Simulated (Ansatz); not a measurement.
Several settings on one geometry of Na2S2⁻ (that of the charge -1 doublet, r2SCAN-D4/def2-TZVPD). Ansatz on 2 threads of Arm Neoverse V2 on a shared host; times are rough.

```csv
atom,x (Å),y (Å),z (Å)
Na1,0.621,1.300,0.387
Na2,-0.570,-1.247,-0.586
S3,1.861,-0.996,0.330
S4,-1.912,0.943,-0.131
```

Totals from different functionals, basis sets or treatments of relativity can't be compared as stabilities.

The 6-31G sets use Cartesian d functions. Correlated methods freeze 12 core orbitals; core or outer-core shells of Na are correlated, in sets that lack core-valence functions.

The spins typed aren't always the lowest for that charge.

Give the basis size and estimate the energy, ⟨S²⟩ and time of these runs.

```tsv
run	method	charge	state	further keys
1	UKS BHLYP-D4/6-31++G**	-1	doublet	point_charges: [{charge: -1.00, position_ang: [4.595, 0.288, -0.599]}]; forces asked
2	UKS r2SCAN/aug-cc-pVDZ	-1	doublet	point_charges: [{charge: -1.00, position_ang: [6.111, -0.360, -0.682]}]; forces asked
3	RKS revPBE0-D4/aug-cc-pVDZ	0	singlet	accuracy: high; scf: {omitted_lower_state_checks: [starts]}
4	ROKS revPBE-D3(BJ)-ATM/cc-pVDZ	-1	doublet	scf: {lower_state_search: light}
5	UKS B2PLYP/pcseg-2	-1	doublet	scf: {omitted_lower_state_checks: [starts]}; forces asked
6	UKS r2SCAN/6-31G	-1	quartet	accuracy: high; scf: {lower_state_search: light}; forces asked
```


```
run  functions  energy (Eh)  ⟨S²⟩  wall time
  1         92   -1120.9244  0.76       15 s
  2        108   -1120.9066  0.76       42 s
  3        108   -1120.7598     –       11 s
  4         72   -1120.8755     –       18 s
  5        106   -1120.6333  0.80       18 s
  6         52   -1120.8362  3.75       50 s
```

The highest occupied level of an anion often lies above zero with these methods, and sets without diffuse functions describe the outer electron poorly.
